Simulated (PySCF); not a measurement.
Radial density of K (potassium, neutral)

M06-L, [Ar] 4s1, 2S determinant. Computed with PySCF 2.14 in cc-pVTZ-X2C (6s5p3d1f, 43 functions), with the spin-free X2C one-electron Hamiltonian (Gaussian nucleus).

```csv
r (bohr),4πr²ρ (e/bohr),4πr²(ρα − ρβ)
0.00117,0.09426,0.0000
0.00197,0.2477,0.0001
0.00331,0.6397,0.0001
0.00557,1.601,0.0003
0.00938,3.795,0.0008
0.0158,8.201,0.0016
0.0265,15.14,0.0028
0.0446,21.49,0.0029
0.0751,20.62,-0.0005
0.126,15.76,-0.0050
0.212,20.84,-0.0003
0.357,19.63,0.0030
0.601,6.282,0.0010
1.01,6.615,-0.0012
1.70,3.867,-0.0043
2.86,0.5254,0.1557
4.81,0.2288,0.2267
8.09,0.04863,0.0486
13.6,4.450e-05,0.0000
```

Densities and radii are taken from the X2C orbitals without a picture-change correction, which distorts them close to the nucleus.

Task: Where is the radial spin density 4πr²(ρα − ρβ) most negative, and why is it negative at all?

Result: Around r = 0.126 bohr, down to -0.0050 e/bohr: exchange with the open shell polarises the paired shells in an unrestricted calculation.
